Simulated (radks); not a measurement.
Trend from Mg4+ to Ar4+: ionisation energy by Delta-SCF between NIST ground configurations, and size. Calculated with a radial shooting solver on a logarithmic mesh with Libxc functionals: scalar-relativistic Kohn-Sham, PBEsol, spin-polarised, spherical densities, finite nucleus; open shells are filled with parallel spins first; Fermi nuclear charge, rms radius of each element as measured or else 0.836 A^(1/3) + 0.57 fm.

species	configuration	IE (eV)	NIST (eV)	kind	-e(HOMO) (eV)
Mg4+	[He] 2s2 2p4	140.54	141.33	semi-emp.	124.78 (2p)
Al4+	[He] 2s2 2p5	154.03	153.83	semi-emp.	136.75 (2p)
Si4+	[Ne]	166.91	166.77	exp.	148.35 (2p)
P4+	[Ne] 3s1	65.355	65.025	exp.	59.480 (3s)
S4+	[Ne] 3s2	72.310	72.595	exp.	65.853 (3s)
Cl4+	[Ne] 3s2 3p1	67.496	67.7	semi-emp.	60.310 (3p)
Ar4+	[Ne] 3s2 3p2	74.806	74.8	semi-emp.	66.852 (3p)

Reference values: NIST Atomic Spectra Database (exp. = measured, semi-emp. = semi-empirical, theory = theoretical value adopted there). Open shells are spherical and high-spin; term and fine-structure splittings are not resolved.
